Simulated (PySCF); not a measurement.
Species: C4H14N2SSi2.
Cartesian coordinates in Å at the GFN2-xTB level; atoms count from 1:
```xyz
23
C4H14N2SSi2 angstrom
C     -3.1317    1.2078   -0.0242
N     -2.4976   -0.0886    0.0574
Si    -1.1198   -0.4983   -0.8890
C     -0.4925   -2.1754   -0.2246
C      0.5036   -1.9063    0.9019
N      1.3935   -0.8161    0.5363
Si     0.6709    0.6384   -0.0325
S      2.0138    1.6247   -1.4031
C      3.4048    1.9463   -0.2803
H     -3.6822    1.4143    0.8951
H     -2.3601    1.9643   -0.1501
H     -3.8247    1.2826   -0.8685
H     -3.1780   -0.8142    0.2326
H     -1.3349   -0.6027   -2.3460
H     -1.2757   -2.8367    0.1402
H      0.0242   -2.6978   -1.0278
H     -0.0488   -1.6650    1.8220
H      1.1060   -2.7984    1.0997
H      2.2733   -0.8435    1.0283
H      0.5160    1.6491    1.0374
H      3.8930    1.0085   -0.0340
H      4.0967    2.5956   -0.8064
H      3.0456    2.4384    0.6185
```

Computed at PBE0/pcSseg-1 (PySCF, non-relativistic), with Q(14N) = 0.02044 b, Q(33S) = −0.0678 b: N2, 14N (I = 1): χzz = -4.933 MHz, η = 0.364; N6, 14N (I = 1): χzz = -4.997 MHz, η = 0.359; S8, 33S (I = 3/2): χzz = 36.44 MHz, η = 0.940.

(1) Find the zero-field quadrupole resonance frequencies of 14N at N2.

(2) Where would the pure quadrupole (NQR) lines of 14N at N6 fall for the rigid, isolated species?

(3) Where would the pure quadrupole (NQR) lines of 33S at S8 fall for the rigid, isolated species?

## Answers

(1) From ν± = (3/4)|χ|(1 ± η/3) and ν0 = |χ|η/2: ν+ 4.148 MHz, ν− 3.251 MHz, ν0 0.898 MHz (silicon-bound nitrogen).

(2) From ν± = (3/4)|χ|(1 ± η/3) and ν0 = |χ|η/2: ν+ 4.197 MHz, ν− 3.299 MHz, ν0 0.898 MHz (silicon-bound nitrogen).

(3) From ν = (|χ|/2)√(1 + η²/3): ν = 20.73 MHz (sulfur bonded to C and Si).

In a crystal, neighbours and librations shift these lines. GFN2-xTB bond lengths can be off by several hundredths of an ångström, more for odd bonds, and the gradients follow them. With so small a basis the couplings can be 20 % off.

The run behind these numbers computed NMR shieldings as well. On an Intel Xeon at 2.50 GHz with one thread, shared host, this took 2.5 min wall and 1.2 GiB of memory at its peak.

One conformer stands for the species.
